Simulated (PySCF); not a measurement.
**C₆ coefficients of unlike pairs at PBE0**

Calculated with PySCF 2.14 from the dipole response of each species, C₆(A,B) = (3/π) ∫ α_A(iu) α_B(iu) du, in atomic units, from isotropic polarisabilities. For ions this is the dispersion term alone; charge-induced terms of lower order in 1/R come first.

```tsv
species	configuration	basis	relativity	α (bohr³)	C₆ (like pair)
Re	[Xe] 4f14 5d5 6s2 (6S)	aug-cc-pVTZ-PP with ECP60MDF (6s6p5d3f2g)	core potential	68.83	807.5
Cd	[Kr] 4d10 5s2 (1S)	def2-TZVPPD with the def2 core potential (28 electrons) (6s4p3d2f1g)	core potential	48.44	416.3
F³⁺	[He] 2s2 2p2 (3P)	aug-cc-pCVTZ-DK (7s6p4d2f)	spin-free X2C	0.9385	0.8468
Mg	[Ne] 3s2 (1S)	aug-cc-pCVQZ-DK (10s9p7d5f3g)	spin-free X2C	74.75	671.3
```

Q: Estimate C₆ for Mg with F³⁺.

A: The integral gives 15.18. The combination rule 2 C_A C_B / (C_A α_B/α_A + C_B α_A/α_B) gives 14.98 and the geometric mean 23.84.

No spin-orbit coupling is included.

The other pairs:

```
   pair     C₆
 Mg, Cd  514.0
F³⁺, Re  20.54
 Cd, Re  579.2
F³⁺, Cd  14.80
 Mg, Re  715.4
```
